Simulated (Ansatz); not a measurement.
Frontier orbitals of `CBBF`.

```xyz
9

C     0.9677   -0.7451   -0.4009
B     0.2345    0.5028    0.1733
B    -1.4363    0.6624    0.2943
F    -2.1202    0.2292    1.3507
H     1.2652   -1.3004    0.5061
H     0.3665   -1.4305   -1.0003
H     1.9031   -0.5178   -0.9174
H     0.9206    1.4133    0.5640
H    -2.1011    1.1862   -0.5699
```

The species carries charge 0 and has multiplicity 1. All single points use the PBE0-D4/def2-TZVP geometry. It is one conformer, not always the lowest. Basis def2-TZVPP, the Gaussian-basis code of Ansatz.

| functional | HOMO (eV) | LUMO (eV) | gap (eV) |
| --- | --- | --- | --- |
| PBE | -6.39 | -2.51 | 3.88 |
| PBE0 | -7.81 | -1.50 | 6.31 |
| r2SCANh | -7.19 | -1.78 | 5.41 |
| ωB97M-V | -10.09 | 0.45 | 10.54 |
| HF | -11.27 | 2.03 | 13.30 |

A quarter of exact exchange (PBE0) shifts PBE's HOMO by −1.42 eV and its LUMO by +1.01 eV; full exchange at long range (ωB97M-V) shifts them by −3.71 and +2.96 eV. The gap opens from 3.88 to 10.54 eV, since occupied levels lose self-interaction and empty ones feel all the electrons. A positive LUMO is unbound and depends on the basis.
